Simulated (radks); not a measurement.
Excited configurations of Au5+: one electron is placed in a higher orbital outside [Xe] 4f14 5d5. The ground configuration is [Xe] 4f14 5d6. Calculated with a radial shooting solver on a logarithmic mesh with Libxc functionals: scalar-relativistic Kohn-Sham, PBE, spin-polarised, spherical densities, finite nucleus; open shells are filled with parallel spins first (spin-orbit coupling, left out, can overturn this in heavy ions); Fermi nuclear charge, rms radius 5.4371 fm. Excitation = E - E(ground); binding = E(ion) - E, where the ion is the core of charge +6; n* = 6/sqrt(2 binding) in atomic units, and the quantum defect is n - n*.

| outer orbital | excitation (eV) | binding (eV) | n* | quantum defect | eigenvalue (eV) | <r> (bohr) |
|---|---|---|---|---|---|---|
| 6s | 10.699 | 65.093 | 2.743 | 3.257 | -59.846 | 2.015 |
| 6p | 23.818 | 51.974 | 3.070 | 2.930 | -47.503 | 2.342 |
| 6d | 39.351 | 36.441 | 3.666 | 2.334 | -33.136 | 3.026 |
| 7s | 41.444 | 34.348 | 3.776 | 3.224 | -31.940 | 3.694 |
| 7p | 46.495 | 29.297 | 4.089 | 2.911 | -27.219 | 4.183 |
| 7d | 53.182 | 22.610 | 4.654 | 2.346 | -20.878 | 5.128 |
| 7f | 60.120 | 15.672 | 5.590 | 1.410 | -14.426 | 6.994 |

The Delta-SCF ionisation energy is 75.792 eV (NIST Atomic Spectra Database: 74 eV, theoretical). Self-interaction in the functional shifts the binding energies and quantum defects, so they are the method's values and not measured ones. Open shells are spherical and high-spin; term and fine-structure splittings are not resolved. Spin-orbit splitting is averaged out at the scalar-relativistic level.
